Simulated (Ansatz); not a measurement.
Ideal-gas functions of CH3NSSe (`NC(=S)[SeH]`) at 500 K and 1 bar, from an Ansatz frequency run at PBE0-D4/def2-TZVP.

Molar mass 140.07 g/mol, point group Cs (symmetry number 1), electronic degeneracy 1, moments of inertia 71.215, 245.595, 316.811 u Å². Harmonic wavenumbers (cm⁻¹, unscaled): 161, 249, 310, 332, 503, 531, 584, 795, 900, 1239, 1404, 1636, 2484, 3590, 3721.

Use S(trans) = R[1.5 ln M + 2.5 ln T − 1.1517]; rotational temperatures θ = 24.2544 K / I; S(rot) = R[ln(√π/σ · √(T³/θAθBθC)) + 1.5]; for each mode x = 1.438777 ν̃/T, S = R[x/(eˣ − 1) − ln(1 − e⁻ˣ)] and H = RT x/(eˣ − 1); 1 cm⁻¹ = 0.0119627 kJ/mol; R = 8.31446 J/(mol·K).

Question: By hand: the entropy, in J/(mol·K).

Answer: Translation 181.2. Rotation: θ = 0.3406, 0.0988, 0.0766 K, giving 119.5. Vibration, mode by mode: 14.79, 11.26, 9.53, 9.00, 5.93, 5.55, 4.91, 3.04, 2.40, 1.10, 0.75, 0.43, 0.05, 0.00, 0.00, in all 68.8. Electronic 0.0. Sum 369.5 J/(mol·K).

Question: By hand: H − E and G − E in kJ/mol, counted from the electronic energy.

Answer: Zero-point energy ½ × 18439 × 0.0119627 = 110.3; thermal vibration 19.3; translation, rotation and pV give 4 RT = 16.6. H − E = 146.2 kJ/mol, and G − E = 146.2 − 500 × 369.5/1000 = -38.6 kJ/mol.

Vibration gives 19 % of the entropy. The sum counts one conformer and one mirror image; others add a mixing term.
